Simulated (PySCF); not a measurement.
SiF2, SMILES F[Si]F (connectivity only; charge and spin as stated), neutral, multiplicity 1. Geometry optimised at PBE-D3(BJ)/def2-TZVP. The isomer is the one that the SMILES or the coordinates give; other isomers of the formula were not compared.

Calculation: PBE-D3(BJ)/def2-TZVP run with PySCF.

Harmonic wavenumbers (cm⁻¹): 317, 806, 824. Rotational constants (GHz): 29.40, 8.462, 6.571; symmetry number 2.

Question: Work out the zero-point energy and the ideal-gas rigid-rotor harmonic-oscillator thermochemistry at 298.15 K and 1 atm.

Answer: ZPE = ½ Σ hcν = ½ × 1947 cm⁻¹ = 11.65 kJ/mol. H − E(el) = 23.00 kJ/mol. Entropy in J/(mol K): translation 161.01, rotation 89.64, vibration 7.17, total 257.83. G − E(el) = -53.87 kJ/mol. Cp = 45.36 J/(mol K).
